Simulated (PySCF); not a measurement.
## Sb₂⁺ at PBE0

Computed with PBE0; basis Sb cc-pVTZ-PP with ECP28; scalar-relativistic core potentials; PySCF 2.14.

For Sb₂⁺, the state is ²Πu (doublet), unpaired electrons π ↑. The bond length is 2.570 Å and the harmonic wavenumber is 264 cm⁻¹. The force constant is 2.48 mdyn/Å. The rotational constant Be is 0.04222 cm⁻¹ and the anharmonicity ωexe is 0.383 cm⁻¹. The vibration–rotation constant αe is 8.59e-05 cm⁻¹ and the well depth De to Sb⁺ + Sb is 3.27 eV. The dissociation energy D0 is 3.25 eV and the bond order (Mayer) is 2.47.

Spin–orbit coupling is left out, which matters for elements this heavy, above all for dissociation energies. The state was picked by a PBE0 search and need not be the measured ground state.
